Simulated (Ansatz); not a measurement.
Consider the silylene formation by 1,1-elimination: `N[SiH2]N[SiH](N)O` → `N[SiH](N)O` + `N[SiH]`.

Calculated with Ansatz (gas phase, PBE0-D4/def2-TZVP geometries, no zero-point term in ΔE). CCSD(T)/CBS is the MP2 limit (def2-TZVPP, def2-QZVPP) plus CCSD(T) − MP2 in def2-TZVPP, frozen cores. This one scheme is used for every species. DFT in def2-TZVPP. B3LYP here is the variant with VWN-RPA as its local correlation; programs differ in this. Each species was taken in one conformer, which may not be the lowest.

```
             level  ΔE (eV)  difference from CCSD(T)/CBS
            PBE-D4     2.35                        -0.11
         r2SCAN-D4     2.58                         0.12
           PBE0-D4     2.51                         0.05
          B3LYP-D4     2.39                        -0.07
           ωB97M-V     2.39                        -0.07
            B2PLYP     2.34                        -0.12
               PBE     2.21                        -0.25
            r2SCAN     2.54                         0.08
              PBE0     2.38                        -0.08
     HF/def2-TZVPP     2.31                        -0.15
    MP2/def2-TZVPP     2.59                         0.13
SCS-MP2/def2-TZVPP     2.47                         0.01
   CCSD/def2-TZVPP     2.38                        -0.08
    MP2/def2-QZVPP     2.62                         0.16
SCS-MP2/def2-QZVPP     2.51                         0.05
    CCSD/CBS(def2)     2.43                        -0.03
       CCSD(T)/CBS     2.46                            0
```

Largest T1 diagnostic among the species: 0.015.

From PBE to PBE0 (25 % exact exchange), in def2-TZVPP and without D4, ΔE moves by +0.17 eV. In def2-TZVPP, CCSD(T) changes the Hartree–Fock value by +0.10 eV (the triples alone add +0.03 eV) and MP2 by +0.28 eV. The D4 term adds +0.22 eV with B3LYP and +0.13 eV with PBE0; it sums over pairs of atoms, weighted by their polarisabilities, and B3LYP, whose exchange is more repulsive, gets the larger term.
